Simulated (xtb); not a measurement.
CHO3 (SMILES O=C([O-])O), charge -1, singlet, from a rough starting geometry; GFN2-xTB run with xtb.

The xtb input:
```
$ xtb mol.xyz --gfn 2 --chrg -1 --opt vtight --json

# file mol.xyz
5

O      0.89074231    -0.61705220     0.10381262
C     -0.46937775     0.00087026     0.01303284
O     -0.41039723     1.27110947     0.05283196
O     -1.44300766    -0.76195189    -0.10705936
H      1.48946071     0.09735170     0.11696090
```

What does xtb print? Leave out banner, timings and long lists.


```
   ID    Z sym.   atoms
    1    8 O      1, 3, 4
    2    6 C      2
    3    1 H      5

           -------------------------------------------------
          |                Calculation Setup                |
           -------------------------------------------------

           -------------------------------------------------
          |                 G F N 2 - x T B                 |
           -------------------------------------------------

          ...................................................
          :                      SETUP                      :
          :.................................................:
          :  # basis functions                  17          :
          :  # atomic orbitals                  17          :
          :  # shells                            9          :
          :  # electrons                        24          :
          :  max. iterations                   250          :
          :  Hamiltonian                  GFN2-xTB          :
          :  restarted?                      false          :
          :  GBSA solvation                  false          :
          :  PC potential                    false          :
          :  electronic temp.          300.0000000     K    :
          :  accuracy                    1.0000000          :
          :  -> integral cutoff          0.2500000E+02      :
          :  -> integral neglect         0.1000000E-07      :
          :  -> SCF convergence          0.1000000E-05 Eh   :
          :  -> wf. convergence          0.1000000E-03 e    :
          :  Broyden damping             0.4000000          :
          :  net charge                         -1          :
          :  unpaired electrons                  0          :
          ...................................................

 iter      E             dE          RMSdq      gap      omega  full diag
   1    -15.1258277 -0.151258E+02  0.693E+00    7.01       0.0  T
   2    -15.1694747 -0.436470E-01  0.324E+00    5.55       1.0  T
   3    -15.1720252 -0.255050E-02  0.198E+00    6.04       1.0  T
   4    -15.1746261 -0.260087E-02  0.258E-01    5.74       1.0  T
   5    -15.1747164 -0.902504E-04  0.103E-01    5.82       1.0  T
   6    -15.1747397 -0.233659E-04  0.492E-02    5.78       1.0  T
   7    -15.1747483 -0.861628E-05  0.168E-02    5.80       2.7  T
   8    -15.1747491 -0.765601E-06  0.628E-03    5.80       7.1  T
   9    -15.1747493 -0.150801E-06  0.511E-04    5.80      87.5  T
  10    -15.1747493 -0.662013E-10  0.802E-05    5.80     557.6  T

   *** convergence criteria satisfied after 10 iterations ***

         :::::::::::::::::::::::::::::::::::::::::::::::::::::
         ::                     SUMMARY                     ::
         :::::::::::::::::::::::::::::::::::::::::::::::::::::
         :: total energy             -15.099237330766 Eh    ::
         :: gradient norm              0.094667355693 Eh/a0 ::
         :: HOMO-LUMO gap              5.796450686758 eV    ::
         ::.................................................::
         :: SCC energy               -15.174749211856 Eh    ::
         :: -> isotropic ES            0.233519144547 Eh    ::
         :: -> anisotropic ES         -0.004014453476 Eh    ::
         :: -> anisotropic XC         -0.004449779778 Eh    ::
         :: -> dispersion             -0.001940612115 Eh    ::
         :: repulsion energy           0.075511881090 Eh    ::
         :: add. restraining           0.000000000000 Eh    ::
         :: total charge              -1.000000000000 e     ::
         :::::::::::::::::::::::::::::::::::::::::::::::::::::

      -----------------------------------------------------------
     |                   =====================                   |
     |                        A N C O P T                        |
     |                   =====================                   |
     |               Approximate Normal Coordinate               |
[...]
 * total energy  :   -15.0992373 Eh     change       -0.1402434E-10 Eh
 * total energy  :   -15.1042207 Eh     change       -0.4983401E-02 Eh
 * total energy  :   -15.0933795 Eh     change        0.1084124E-01 Eh
 * total energy  :   -15.1048180 Eh     change       -0.1143854E-01 Eh
 * total energy  :   -15.1049344 Eh     change       -0.1163472E-03 Eh
 * total energy  :   -15.1049463 Eh     change       -0.1187079E-04 Eh
 * total energy  :   -15.1049493 Eh     change       -0.3082357E-05 Eh
 * total energy  :   -15.1049495 Eh     change       -0.2115230E-06 Eh
 * total energy  :   -15.1049496 Eh     change       -0.1846436E-07 Eh
   *** GEOMETRY OPTIMIZATION CONVERGED AFTER 9 ITERATIONS ***
         :: total energy             -15.104949564817 Eh    ::
[...]
         :::::::::::::::::::::::::::::::::::::::::::::::::::::

           -------------------------------------------------
          |                Property Printout                |
           -------------------------------------------------

    * Orbital Energies and Occupations

         #    Occupation            Energy/Eh            Energy/eV
      -------------------------------------------------------------
         1        2.0000           -0.4988768             -13.5751
         2        2.0000           -0.4750287             -12.9262
         3        2.0000           -0.4665691             -12.6960
         4        2.0000           -0.3961938             -10.7810
         5        2.0000           -0.3519730              -9.5777
         6        2.0000           -0.3356732              -9.1341
         7        2.0000           -0.3317476              -9.0273
         8        2.0000           -0.2803061              -7.6275
         9        2.0000           -0.2465180              -6.7081
        10        2.0000           -0.2014584              -5.4820
        11        2.0000           -0.1943589              -5.2888
        12        2.0000           -0.1870809              -5.0907 (HOMO)
        13                          0.0484000               1.3170 (LUMO)
        14                          0.2813408               7.6557
        15                          0.3488133               9.4917
        16                          0.6328146              17.2198
        17                          0.9431854              25.6654
      -------------------------------------------------------------
                  HL-Gap            0.2354809 Eh            6.4078 eV
             Fermi-level           -0.0693405 Eh           -1.8869 eV

     #   Z          covCN         q      C6AA      α(0)
     1   8 O        1.649    -0.541    23.806     6.586
     2   6 C        2.555     0.484    19.021     7.129
     3   8 O        0.856    -0.620    26.624     6.918
     4   8 O        0.856    -0.580    25.645     6.790
     5   1 H        0.805     0.258     0.862     1.458

 Mol. C6AA /au·bohr⁶  :        413.370441
 Mol. C8AA /au·bohr⁸  :       8880.226110
 Mol. α(0) /au        :         28.880876

Wiberg/Mayer (AO) data.
largest (>0.10) Wiberg bond orders for each atom

 ---------------------------------------------------------------------------
     #   Z sym  total        # sym  WBO       # sym  WBO       # sym  WBO
 ---------------------------------------------------------------------------
     1   8 O    1.967 --     5 H    0.918     2 C    0.855
     2   6 C    3.920 --     4 O    1.554     3 O    1.511     1 O    0.855
     3   8 O    1.824 --     2 C    1.511     4 O    0.209
     4   8 O    1.867 --     2 C    1.554     3 O    0.209
     5   1 H    0.933 --     1 O    0.918
 ---------------------------------------------------------------------------

Topologies differ in total number of bonds
Writing topology from bond orders to xtbtopo.mol

molecular dipole:
                 x           y           z       tot (Debye)
 q only:        1.442       0.073       0.037
   full:        1.692       0.171       0.057       4.326
molecular quadrupole (traceless):
                xx          xy          yy          xz          yz          zz
 q only:       -0.726       0.113      -3.651      -0.212      -0.246       4.377
  q+dip:       -0.861       0.253      -4.932      -0.291      -0.314       5.793
   full:       -0.877       0.250      -5.206      -0.313      -0.333       6.083

optimized geometry written to: xtbopt.xyz

           -------------------------------------------------
          | TOTAL ENERGY              -15.104949564817 Eh   |
          | GRADIENT NORM               0.000039089032 Eh/α |
          | HOMO-LUMO GAP               6.407761444797 eV   |
           -------------------------------------------------

normal termination of xtb
```
